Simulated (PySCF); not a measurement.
A structure optimised at PBE-D3(BJ)/def2-SVP, used in a PySCF frequency run:

```
Si
C 1 1.9000
H 2 1.1088 1 111.40
H 2 1.1088 3 107.95 1 122.62
H 2 1.1130 3 107.81 4 116.21
C 1 1.9000 2 110.24 3 -58.73
H 6 1.1088 1 111.40 2 58.73
H 6 1.1088 7 107.95 1 -122.62
H 6 1.1130 7 107.81 8 -116.21
C 1 1.9000 2 110.24 3 179.34
H 10 1.1088 1 111.40 2 -58.73
H 10 1.1088 11 107.95 1 122.62
H 10 1.1130 11 107.81 12 116.21
```
Charge 0, spin multiplicity 2.

### Question
Write its SMILES, formula and point group.

### Answer
C[Si](C)C, C₃H₉Si, C3v

### Question
What are its rotational constants (standard atomic weights)?

### Answer
5.3769, 5.3769, 3.0622 GHz
